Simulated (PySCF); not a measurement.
Compound: 2-methyl-[1,2,4]diazaphospholo[1,5-a]pyridine, C₇H₇N₂P.
SMILES: `CC1=NN2C=CC=CC2=P1`

Level of theory: TDDFT PBE0/def2-SVPD, vertical, gas phase, core orbitals frozen in the response (PySCF). Geometry: PBE0-D3(BJ)/def2-SVP; no solvent, vibrations or thermal averaging.

Each state is given a Gaussian of 0.4 eV full width at half maximum, with ε(max) = 2.175×10⁸ f / Δν̃ (Δν̃ the width in cm⁻¹). The width is an assumption, not a result. The curve ends short of the highest state used, and states not computed would add to its high-energy end.

λ (nm), ε (L mol⁻¹ cm⁻¹) and a bar:
```
    244.2       3069 ############
    246.9       1935 #######
    249.7       1197 #####
    252.4        884 ###
    255.1        937 ####
    257.8       1344 #####
    260.5       2095 ########
    263.2       3152 ############
    265.9       4410 #################
    268.6       5702 ######################
    271.3       6823 ##########################
    274.0       7582 #############################
    276.8       7854 ##############################
    279.5       7597 #############################
    282.2       6905 ##########################
    284.9       5920 #######################
    287.6       4807 ##################
    290.3       3717 ##############
    293.0       2758 ###########
    295.7       1996 ########
    298.4       1453 ######
    301.1       1123 ####
    303.8        986 ####
    306.6       1018 ####
    309.3       1182 ####
    312.0       1445 #####
    314.7       1771 #######
    317.4       2123 ########
    320.1       2466 #########
    322.8       2765 ###########
    325.5       2991 ###########
    328.2       3124 ############
    330.9       3156 ############
    333.7       3083 ############
    336.4       2921 ###########
    339.1       2688 ##########
    341.8       2406 #########
    344.5       2097 ########
    347.2       1782 #######
    349.9       1479 ######
    352.6       1200 #####
    355.3        952 ####
    358.0        740 ###
    360.8        558 ##
    363.5        417 ##
    366.2        306 #
    368.9        221 #
    371.6        157 #
    374.3        110 
    377.0         76 
    379.7         52 
    382.4         35 
    385.1         23 
    387.9         15 
    390.6         10 
    393.3          6
```

(1) Where are the band maxima, and which computed states make them?

(2) Coming from long wavelengths, where does ε first pass 100 L mol⁻¹ cm⁻¹?

(3) On this curve, what absorbance would a 10⁻⁵ mol/L sample give at 254 nm over a 1 cm path?

Results:

(1) 330 nm (3.75 eV), ε about 3200, made up of S1 (100%); 277 nm (4.48 eV), ε about 7900, made up of S2 (100%) (ε in L mol⁻¹ cm⁻¹; maxima over ε = 5, shares over 10%). At its high-energy end, 5.08 eV, the curve is still rising (ε about 3100, from S4). The states used: S1 3.75 eV (f 0.047); S2 4.48 eV (f 0.116); S3 5.08 eV (f 0.0031); S4 5.31 eV (f 0.109); S5 5.33 eV (f 0.0002); S6 5.68 eV (f 0.489).

(2) At about 375 nm (3.31 eV), 0.45 eV below S1.

(3) 254 nm is 4.881 eV, where ε is about 870 L mol⁻¹ cm⁻¹, so A = ε c l ≈ 0.0087 (Beer–Lambert, with the gas-phase spectrum and the assumed width).
